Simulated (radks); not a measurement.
Effect of the nuclear size on the tungsten ion W3+, [Xe] 4f14 5d3. All-electron calculation, Dirac Kohn-Sham, LDA (Slater exchange, Perdew-Wang correlation), spin-unpolarised, spherical densities, finite nucleus; open shells are shared between the two j in proportion to 2j + 1; Fermi nuclear charge, rms radius 5.3658 fm. Program: a radial shooting solver on a logarithmic mesh with Libxc functionals. The rms radius is varied about that value; shifts are against it.

rms radius (fm)  total energy shift (eV)  density at nucleus (e/bohr^3)  1s1/2 shift (meV)  2s1/2 shift (meV)  5s1/2 shift (meV)  5p1/2 shift (meV)  5d5/2 shift (meV)  6s1/2 (empty) shift (meV)  6p1/2 (empty) shift (meV)
4.6897                             -13.9                      1.486e+06              -5650               -796              -7.70              0.052              0.141                      -1.28                     -0.030
4.856                              -10.6                      1.468e+06              -4310               -607              -5.87              0.039              0.108                     -0.973                     -0.023
5.3658                                 0                      1.418e+06              0.000              0.000              0.000              0.000              0.000                      0.000                      0.000
5.5858                              4.80                      1.399e+06               1950                274               2.65             -0.018             -0.049                      0.439                      0.011
6.6053                              28.7                       1.32e+06              11600               1640               15.8             -0.103             -0.290                       2.62                      0.063

Slopes of the eigenvalues against <r^2> in GHz/fm^2, as finite differences over the two radii next to the reference (eigenvalue slopes, not the field-shift constants of lines): 1s1/2 198000, 2s1/2 28000, 5s1/2 270, 5p1/2 -1.80, 5d5/2 -4.96, 6s1/2 (empty) 44.8, 6p1/2 (empty) 1.07.
